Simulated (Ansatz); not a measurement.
Reaction (formal exchange of groups at the Si–C bond): `O=C([SiH3])[SiH](O)Cl` + `C=C(N)[SiH3]` → `C=C(N)[SiH2][SiH3]` + `O=C[SiH](O)Cl`

Calculated with Ansatz (gas phase, PBE0-D4/def2-TZVP geometries, no zero-point term in ΔE). CCSD(T)/CBS is the MP2 limit (def2-TZVPP, def2-QZVPP) plus CCSD(T) − MP2 in def2-TZVPP, frozen cores. Functionals use def2-TZVPP. One conformer a species, not always the lowest.

```json
{"species": "`O=C([SiH3])[SiH](O)Cl`", "ωB97M-V energy (Eh)": "-1230.81347"}
{"species": "`C=C(N)[SiH3]`", "ωB97M-V energy (Eh)": "-424.61007"}
{"species": "`C=C(N)[SiH2][SiH3]`", "ωB97M-V energy (Eh)": "-715.28627"}
{"species": "`O=C[SiH](O)Cl`", "ωB97M-V energy (Eh)": "-940.14285"}
```

(1) Work out ΔE.

Largest T1 diagnostic among the species: 0.014.

Answers

(1) ΔE = (-715.28627) + (-940.14285) − (-1230.81347) − (-424.61007) = -0.00558 Eh = -14.7 kJ/mol. CCSD(T)/CBS gives -18.7 kJ/mol.

Leaving LDA and LC-ωPBE aside and taking each functional with its dispersion term where it has one, the values, not all of them listed here, spread over 13.7 kJ/mol, from PBE0-D4 to BLYP-D4. From BLYP to BHLYP (50 % exact exchange), in def2-TZVPP and without D4, ΔE moves by −3.7 kJ/mol.
